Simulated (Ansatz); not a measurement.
Relaxation of Cl2H5NSn (9 atoms, charge 0, multiplicity 1), to a largest force component of 0.03 eV/Å in at most 50 steps.

Theory: RKS CAM-B3LYP-D4/def2-SVP in Ansatz.

```xyz
9
Properties=species:S:1:pos:R:3:forces:R:3
Sn -0.094 -0.208 -0.036 -0.07 -0.08 0.35
H -0.065 -0.047 1.682 -0.15 -0.28 -0.47
Cl 2.106 -0.319 -0.834 0.03 -0.02 0.00
Cl -1.068 1.707 -0.965 -0.03 0.02 -0.01
H -0.919 -1.546 -0.683 0.00 0.00 -0.01
N 1.434 2.279 1.511 -0.35 -0.48 0.38
H 2.163 1.822 0.965 -0.01 0.03 0.03
H 0.814 2.763 0.864 0.01 0.00 0.02
H 0.883 1.538 1.979 0.58 0.82 -0.29
```

Problem. Where does it end, and by what steps?

Solution. The run converged. After 6 steps the energy has fallen by 0.129 eV; H9 moved furthest, 0.55 Å.

```csv
step,energy less start (eV),largest force component (eV/Å),accepted
0,0.0000,0.824,yes
1,-0.0857,0.358,yes
2,-0.1004,0.453,yes
3,-0.1125,0.242,yes
4,-0.1264,0.064,yes
5,-0.1283,0.080,yes
6,-0.1293,0.008,yes
```

```xyz
9
Properties=species:S:1:pos:R:3
Sn -0.182 -0.347 -0.085
H -0.281 -0.372 1.607
Cl 2.076 -0.380 -0.716
Cl -1.101 1.661 -0.872
H -0.945 -1.601 -0.940
N 1.558 2.473 1.465
H 2.169 1.859 0.931
H 0.794 2.758 0.855
H 1.166 1.939 2.237
```

Whether the end is a true minimum wasn't checked by a vibrational analysis.

Time of the run: 15 s on 4 threads of Arm Neoverse V1 (shared host), peak memory 0.29 GiB.
